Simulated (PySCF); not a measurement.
SnFCl3, SMILES [F][Sn]([Cl])([Cl])[Cl].

Geometry optimised at PBE0-D3(BJ)/def2-SVP. The def2 effective core potentials stand for the cores of Sn; spin–orbit coupling is left out.

Two levels are set side by side: TDA-PBE/def2-SVPD (PySCF) and TDA-B3LYP/def2-SVPD (PySCF). Vertical, same geometry. The lowest singlet is HOMO→LUMO 100 % with PBE and HOMO→LUMO 100 % with the other functional; states are paired by order. Differences are taken from unrounded values.

```json
[
 {"quantity": "lowest singlet excitation (eV)", "TDA-B3LYP": "4.60", "TDA-PBE": "4.09", "TDA-PBE minus TDA-B3LYP": "-0.51"},
 {"quantity": "lowest triplet excitation (TDA) (eV)", "TDA-B3LYP": "4.24", "TDA-PBE": "3.78", "TDA-PBE minus TDA-B3LYP": "-0.47"},
 {"quantity": "first bright state (f over 0.05) (eV)", "TDA-B3LYP": "6.31", "TDA-PBE": "6.79", "TDA-PBE minus TDA-B3LYP": "0.48"},
 {"quantity": "its oscillator strength", "TDA-B3LYP": "0.09", "TDA-PBE": "0.07", "TDA-PBE minus TDA-B3LYP": "-0.02"}
]
```

A lower first singlet is the usual sign of a functional without exact exchange. Differences between two approximate levels are no errors against the true value.

Rough cost on one machine, each run with all the roots and properties that it gave: TDA-B3LYP against TDA-PBE within a factor of 2.
